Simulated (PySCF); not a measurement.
# Indium: a sound run and one with changed settings

Sound run: In⁺ [Kr] 4d10 5s2, In²⁺ [Kr] 4d10 5s1. Calculation: PySCF 2.14, in x2c-SVPall (6s5p3d, 36 functions); scalar relativity by spin-free X2C-1e. In the sound run the correlated levels freeze [Kr] 4d10. The sound run starts from symmetry-adapted Hartree-Fock orbitals and uses a fine grid where one is needed.

Changed run: all electrons correlated in a basis built for the valence shell.

```tsv
species	method	sound run (hartree)	changed run (hartree)	converged
In⁺	MP2	-5877.44491	-5877.47488	yes
In²⁺	MP2	n/a	-5876.81769	yes
```

Ionisation energy of In⁺:

```json
{"method": "UHF", "sound run (eV)": "17.126", "changed run (eV)": "17.126"}
{"method": "MP2", "sound run (eV)": "17.682", "changed run (eV)": "17.883"}
{"method": "SCS-MP2", "sound run (eV)": "17.794", "changed run (eV)": "17.981"}
```

A valence basis has no tight correlating functions, so it recovers only part of the core correlation, and not evenly between atom and ion.

For comparison, NIST gives 18.870 eV between the lowest levels.
